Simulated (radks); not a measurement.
Polarisability of neutral osmium, [Xe] 4f14 5d6 6s2, at imaginary frequency. Calculated with a radial shooting solver on a logarithmic mesh with Libxc functionals: scalar-relativistic Kohn-Sham, LDA (Slater exchange, VWN5 correlation), spin-polarised, spherical densities, finite nucleus; open shells are filled with parallel spins first (spin-orbit coupling, left out, can overturn this in heavy ions); Fermi nuclear charge, rms radius 5.4126 fm. Response by self-consistent Sternheimer equations with the Hartree and adiabatic LDA kernel, the relativistic mass of each level held fixed and spin-orbit coupling left out.

w (hartree),alpha1(iw) (bohr^3)
0.00266,51.37
0.0143,51.20
0.0360,50.23
0.0697,47.40
0.118,41.80
0.186,33.76
0.280,25.08
0.413,17.50
0.605,11.70
0.892,7.485
1.35,4.507
2.12,2.465
3.59,1.158
6.94,0.4315
17.5,0.1042

Static values: alpha1 = 51.38 bohr^3 (7.614 angstrom^3; uncoupled 105.4). C6 = 576.2, triple-dipole C9 = 20380 atomic units. One-pole (London) frequency 4 C6 / (3 alpha1^2) = 0.291 hartree, against 0.190 for minus the highest occupied eigenvalue. Recommended static value: 57 bohr^3 (Schwerdtfeger and Nagle, 2023 table).
